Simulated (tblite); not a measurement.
Record of a relaxation.

C₅H₆SSi.
Numbering: `[CH:1]#[C:2][CH2:3][C:4]1=[CH:5][S:6][SiH2:7]1` (hydrogens: H8 on C1; H9, H10 on C3; H11 on C5; H12, H13 on Si7)

Computed with GFN2-xTB (tblite), gas phase: L-BFGS steps from a force-field or distance-geometry start until the largest atomic force falls under 0.01 eV/Å. 13 of its 94 geometries are shown.

Step 0: E = -506.9795 eV, largest atomic force 2.303 eV/Å
```
atom  x, y, z in Å  |  force x, y, z in eV/Å
C1      2.800    0.558   -0.311   -0.359  -0.188   0.060
C2      1.852   -0.173   -0.168    0.401   0.142  -0.010
C3      0.725   -1.085    0.030   -1.052   0.995   0.543
C4     -0.556   -0.255    0.408    0.930  -0.959   0.969
C5     -1.191   -0.078    1.612    1.366  -0.578  -1.762
S6     -2.580    0.959    1.234   -0.795   0.220   1.621
Si7    -1.676    0.782   -0.662    0.502   0.041  -1.688
H8      3.626    1.224   -0.435   -0.552  -0.443   0.068
H9      0.942   -1.814    0.815    0.096   0.167   0.099
H10     0.519   -1.647   -0.888    0.015   0.226   0.018
H11    -0.910   -0.492    2.578   -0.413   0.339  -0.275
H12    -1.068    2.038   -1.138   -0.303  -0.314   0.101
H13    -2.487   -0.017   -1.607    0.163   0.351   0.257
```

Step 8: E = -507.2409 eV, largest atomic force 0.145 eV/Å
```
atom  x, y, z in Å  |  force x, y, z in eV/Å
C1      2.769    0.552   -0.304   -0.042  -0.009   0.016
C2      1.840   -0.185   -0.148    0.052  -0.002   0.020
C3      0.708   -1.069    0.054    0.018  -0.054  -0.008
C4     -0.517   -0.278    0.385   -0.072   0.021  -0.002
C5     -1.143   -0.101    1.555    0.063  -0.023  -0.068
S6     -2.552    0.933    1.300   -0.089   0.094  -0.019
Si7    -1.642    0.768   -0.699    0.030  -0.017   0.003
H8      3.590    1.190   -0.435    0.035   0.038  -0.017
H9      0.950   -1.783    0.847   -0.032   0.004   0.029
H10     0.522   -1.612   -0.879    0.072  -0.080   0.048
H11    -0.937   -0.469    2.542    0.092  -0.095   0.060
H12    -1.100    2.037   -1.145   -0.062   0.066  -0.035
H13    -2.494    0.017   -1.605   -0.064   0.056  -0.027
```

Step 16: E = -507.2602 eV, largest atomic force 0.091 eV/Å
```
atom  x, y, z in Å  |  force x, y, z in eV/Å
C1      2.755    0.563   -0.293    0.029  -0.031  -0.006
C2      1.853   -0.204   -0.121   -0.012   0.023  -0.016
C3      0.718   -1.086    0.072    0.020  -0.042  -0.007
C4     -0.519   -0.290    0.355    0.010   0.031  -0.051
C5     -1.128   -0.111    1.535    0.043  -0.033  -0.073
S6     -2.525    0.942    1.307   -0.040   0.030  -0.011
Si7    -1.639    0.780   -0.715   -0.043   0.018   0.043
H8      3.578    1.194   -0.444    0.009   0.046   0.013
H9      0.928   -1.769    0.899    0.006  -0.005   0.041
H10     0.580   -1.672   -0.843   -0.013  -0.039   0.007
H11    -0.890   -0.509    2.506   -0.017   0.007   0.019
H12    -1.172    2.076   -1.172    0.022   0.003   0.024
H13    -2.544    0.087   -1.619   -0.014  -0.009   0.019
```

Step 23: E = -507.2636 eV, largest atomic force 0.048 eV/Å
```
atom  x, y, z in Å  |  force x, y, z in eV/Å
C1      2.764    0.552   -0.294   -0.016   0.011   0.001
C2      1.856   -0.209   -0.127   -0.002   0.008  -0.031
C3      0.723   -1.093    0.070   -0.037   0.005   0.019
C4     -0.516   -0.290    0.336   -0.006   0.012   0.020
C5     -1.124   -0.114    1.519   -0.017  -0.005   0.009
S6     -2.523    0.944    1.308    0.037  -0.025  -0.018
Si7    -1.648    0.789   -0.715    0.002   0.003  -0.029
H8      3.570    1.209   -0.436    0.021   0.002   0.005
H9      0.926   -1.754    0.918    0.009  -0.004   0.018
H10     0.591   -1.703   -0.829   -0.002  -0.007  -0.004
H11    -0.888   -0.513    2.491    0.002   0.004  -0.025
H12    -1.173    2.086   -1.163    0.005  -0.018   0.017
H13    -2.563    0.096   -1.610    0.003   0.012   0.019
```

Step 31: E = -507.2642 eV, largest atomic force 0.015 eV/Å
```
atom  x, y, z in Å  |  force x, y, z in eV/Å
C1      2.761    0.556   -0.294   -0.004   0.002  -0.002
C2      1.854   -0.208   -0.138    0.003   0.000   0.004
C3      0.723   -1.093    0.070   -0.015   0.000   0.002
C4     -0.516   -0.290    0.334   -0.011   0.002   0.002
C5     -1.125   -0.116    1.515    0.000   0.000   0.003
S6     -2.522    0.943    1.303    0.007  -0.009   0.004
Si7    -1.645    0.788   -0.718   -0.006   0.006  -0.003
H8      3.571    1.208   -0.432    0.006   0.006  -0.006
H9      0.930   -1.746    0.925    0.013   0.002   0.002
H10     0.589   -1.712   -0.822    0.000  -0.009  -0.003
H11    -0.886   -0.516    2.486   -0.006  -0.001   0.000
H12    -1.166    2.087   -1.156    0.006  -0.008  -0.003
H13    -2.570    0.099   -1.605    0.007   0.010  -0.003
```

Step 39: E = -507.2645 eV, largest atomic force 0.016 eV/Å
```
atom  x, y, z in Å  |  force x, y, z in eV/Å
C1      2.757    0.559   -0.298    0.002  -0.001  -0.005
C2      1.850   -0.206   -0.144    0.002   0.007   0.010
C3      0.722   -1.093    0.072    0.005   0.001   0.001
C4     -0.519   -0.293    0.334    0.007  -0.011   0.009
C5     -1.128   -0.120    1.516   -0.001   0.002   0.002
S6     -2.523    0.941    1.305    0.005  -0.004  -0.007
Si7    -1.646    0.790   -0.717    0.006  -0.002   0.002
H8      3.569    1.209   -0.435   -0.005   0.004  -0.008
H9      0.938   -1.739    0.929   -0.010   0.001  -0.001
H10     0.590   -1.719   -0.816   -0.008  -0.002   0.002
H11    -0.890   -0.520    2.487   -0.005   0.000  -0.009
H12    -1.154    2.083   -1.156    0.003   0.004   0.005
H13    -2.570    0.109   -1.610    0.000   0.001   0.000
```

Step 46: E = -507.2647 eV, largest atomic force 0.016 eV/Å
```
atom  x, y, z in Å  |  force x, y, z in eV/Å
C1      2.755    0.560   -0.306   -0.014   0.005  -0.001
C2      1.847   -0.202   -0.144    0.008  -0.011  -0.001
C3      0.723   -1.094    0.076    0.008   0.000   0.005
C4     -0.521   -0.298    0.337    0.011   0.000   0.008
C5     -1.132   -0.125    1.517   -0.006   0.001  -0.001
S6     -2.525    0.938    1.302   -0.002   0.000  -0.001
Si7    -1.639    0.789   -0.717   -0.008   0.010   0.005
H8      3.562    1.216   -0.448   -0.011  -0.009  -0.006
H9      0.940   -1.735    0.937    0.003  -0.005  -0.003
H10     0.590   -1.725   -0.809    0.009   0.002   0.004
H11    -0.897   -0.527    2.489   -0.004   0.004  -0.011
H12    -1.140    2.081   -1.151    0.007   0.013   0.005
H13    -2.568    0.122   -1.615    0.000  -0.011  -0.004
```

Step 54: E = -507.2654 eV, largest atomic force 0.034 eV/Å
```
atom  x, y, z in Å  |  force x, y, z in eV/Å
C1      2.735    0.572   -0.334    0.003   0.001  -0.002
C2      1.844   -0.204   -0.144   -0.011  -0.005  -0.008
C3      0.727   -1.100    0.093   -0.003  -0.001  -0.003
C4     -0.520   -0.307    0.344   -0.015   0.014  -0.025
C5     -1.147   -0.139    1.517    0.009  -0.010  -0.002
S6     -2.534    0.929    1.292   -0.003   0.006   0.004
Si7    -1.621    0.796   -0.714    0.009   0.004  -0.013
H8      3.533    1.232   -0.499    0.000   0.001   0.001
H9      0.949   -1.729    0.961    0.003   0.000   0.001
H10     0.598   -1.742   -0.784   -0.001  -0.003   0.012
H11    -0.926   -0.547    2.487    0.001  -0.010   0.032
H12    -1.091    2.085   -1.123   -0.011   0.007   0.002
H13    -2.550    0.153   -1.629    0.021  -0.004   0.001
```

Step 62: E = -507.2663 eV, largest atomic force 0.030 eV/Å
```
atom  x, y, z in Å  |  force x, y, z in eV/Å
C1      2.706    0.585   -0.371    0.006  -0.007  -0.009
C2      1.832   -0.204   -0.157    0.003  -0.011   0.000
C3      0.729   -1.108    0.113    0.001  -0.007   0.005
C4     -0.521   -0.318    0.354   -0.004   0.023  -0.012
C5     -1.165   -0.161    1.518   -0.008   0.013  -0.008
S6     -2.541    0.920    1.281   -0.022   0.018   0.011
Si7    -1.589    0.813   -0.709    0.006  -0.013  -0.005
H8      3.492    1.252   -0.561    0.002   0.005   0.004
H9      0.960   -1.713    0.994    0.025  -0.002   0.013
H10     0.602   -1.776   -0.746   -0.016   0.008  -0.002
H11    -0.965   -0.577    2.491    0.009  -0.022  -0.003
H12    -1.048    2.107   -1.086   -0.015  -0.016   0.008
H13    -2.498    0.180   -1.652    0.012   0.008  -0.003
```

Step 70: E = -507.2670 eV, largest atomic force 0.013 eV/Å
```
atom  x, y, z in Å  |  force x, y, z in eV/Å
C1      2.685    0.590   -0.406    0.002  -0.003   0.000
C2      1.826   -0.208   -0.169    0.007   0.005  -0.002
C3      0.732   -1.113    0.131    0.001  -0.001  -0.001
C4     -0.519   -0.321    0.364    0.003   0.009   0.004
C5     -1.181   -0.175    1.519   -0.005  -0.003  -0.001
S6     -2.549    0.914    1.272   -0.007  -0.009   0.007
Si7    -1.566    0.824   -0.703    0.003  -0.001  -0.003
H8      3.459    1.267   -0.611    0.010  -0.004  -0.005
H9      0.978   -1.698    1.023   -0.002   0.003   0.005
H10     0.597   -1.799   -0.712   -0.001  -0.002  -0.004
H11    -0.997   -0.609    2.487   -0.005   0.001   0.002
H12    -1.018    2.122   -1.053   -0.003   0.005  -0.001
H13    -2.452    0.206   -1.676   -0.004   0.000  -0.002
```

Step 78: E = -507.2674 eV, largest atomic force 0.030 eV/Å
```
atom  x, y, z in Å  |  force x, y, z in eV/Å
C1      2.696    0.585   -0.411   -0.010  -0.015  -0.001
C2      1.833   -0.210   -0.175    0.005   0.025   0.011
C3      0.735   -1.107    0.134   -0.005   0.007   0.004
C4     -0.515   -0.312    0.367    0.001  -0.011   0.023
C5     -1.185   -0.178    1.520   -0.010  -0.001  -0.002
S6     -2.561    0.901    1.271    0.007  -0.003  -0.008
Si7    -1.567    0.827   -0.702   -0.008   0.000   0.010
H8      3.474    1.258   -0.619    0.002  -0.013  -0.006
H9      0.980   -1.688    1.029    0.004   0.007   0.001
H10     0.592   -1.798   -0.703    0.008  -0.003  -0.012
H11    -1.006   -0.616    2.488    0.004   0.007  -0.029
H12    -1.033    2.131   -1.050    0.001   0.005   0.006
H13    -2.447    0.207   -1.680    0.002  -0.004   0.004
```

Step 85: E = -507.2684 eV, largest atomic force 0.019 eV/Å
```
atom  x, y, z in Å  |  force x, y, z in eV/Å
C1      2.687    0.577   -0.493    0.009   0.013  -0.004
C2      1.831   -0.201   -0.189   -0.014  -0.012  -0.006
C3      0.748   -1.092    0.179   -0.002  -0.005   0.000
C4     -0.511   -0.306    0.391   -0.008  -0.011  -0.009
C5     -1.235   -0.221    1.515    0.012   0.010   0.004
S6     -2.613    0.849    1.241    0.008   0.013   0.009
Si7    -1.530    0.857   -0.684   -0.009  -0.004   0.000
H8      3.455    1.241   -0.754    0.017   0.003  -0.002
H9      1.014   -1.630    1.095   -0.012   0.007   0.000
H10     0.602   -1.824   -0.625    0.009   0.013   0.011
H11    -1.089   -0.686    2.475   -0.010  -0.012  -0.002
H12    -1.000    2.178   -0.969    0.001  -0.003   0.015
H13    -2.363    0.260   -1.716   -0.003  -0.011  -0.015
```

Step 93: E = -507.2688 eV, largest atomic force 0.007 eV/Å
```
atom  x, y, z in Å  |  force x, y, z in eV/Å
C1      2.695    0.571   -0.512   -0.003  -0.002   0.002
C2      1.832   -0.195   -0.196    0.007   0.002   0.000
C3      0.751   -1.082    0.189    0.000   0.002  -0.002
C4     -0.513   -0.303    0.394   -0.001   0.002  -0.004
C5     -1.246   -0.230    1.513   -0.002  -0.005  -0.002
S6     -2.626    0.838    1.238   -0.001   0.002   0.000
Si7    -1.531    0.862   -0.681    0.001   0.000  -0.001
H8      3.469    1.224   -0.784   -0.001  -0.001   0.000
H9      1.019   -1.605    1.112    0.000   0.001   0.000
H10     0.609   -1.826   -0.604   -0.001  -0.001   0.001
H11    -1.110   -0.708    2.468    0.003   0.001   0.005
H12    -1.005    2.190   -0.943   -0.001  -0.002   0.001
H13    -2.347    0.266   -1.726    0.001   0.001   0.000
```

Task: Summarise the path.

Result: The energy falls by 27.92 kJ/mol from step 0 to step 93; nine tenths of that is first reached at step 8. It falls at every step. The largest force goes from 2.303 to 0.007 eV/Å. Among the bonds S6–Si7 changes most, from 2.108 to 2.209 Å; the atoms move by 0.255 Å rms after alignment.

Task: Follow the three bonds and two angles with the largest change from start to end.

Result: 
```tsv
step	E above end (kJ/mol)	largest force (eV/Å)	S6–Si7 (Å)	C3–C4 (Å)	C4=C5 (Å)	S6–C5–H11 (°)	C4–C5–S6 (°)
0	27.92	2.303	2.108	1.572	1.374	127.9	104.5
4	4.74	0.578	2.204	1.507	1.334	120.6	108.4
8	2.69	0.145	2.203	1.495	1.339	119.1	108.9
12	1.65	0.194	2.201	1.499	1.339	120.0	108.4
16	0.83	0.091	2.214	1.498	1.341	120.9	109.0
20	0.61	0.058	2.208	1.500	1.340	120.3	109.3
24	0.49	0.032	2.209	1.500	1.341	120.2	109.4
28	0.46	0.022	2.209	1.499	1.340	120.4	109.3
32	0.44	0.019	2.209	1.499	1.341	120.4	109.4
36	0.43	0.015	2.209	1.499	1.340	120.4	109.4
40	0.42	0.012	2.209	1.500	1.340	120.4	109.4
44	0.41	0.020	2.209	1.499	1.340	120.4	109.3
49	0.37	0.048	2.211	1.500	1.341	120.4	109.2
53	0.34	0.031	2.208	1.499	1.340	120.4	109.4
57	0.31	0.027	2.209	1.500	1.341	120.3	109.4
61	0.25	0.028	2.208	1.499	1.340	120.1	109.2
65	0.20	0.025	2.210	1.499	1.340	120.4	109.3
69	0.18	0.016	2.209	1.499	1.340	120.4	109.3
73	0.17	0.024	2.208	1.499	1.340	120.4	109.3
77	0.15	0.026	2.210	1.499	1.340	120.3	109.2
81	0.11	0.033	2.209	1.499	1.340	120.3	109.3
85	0.04	0.019	2.209	1.499	1.340	120.4	109.3
89	0.02	0.019	2.210	1.499	1.340	120.4	109.3
93	0.00	0.007	2.209	1.499	1.340	120.4	109.3
```

What follows is the cost of the whole relaxation. Time: 0.5 s of wall time. Hardware: an Arm Neoverse V2 with one thread, no GPU, shared host with 32 logical CPUs at a one-minute load of 27.
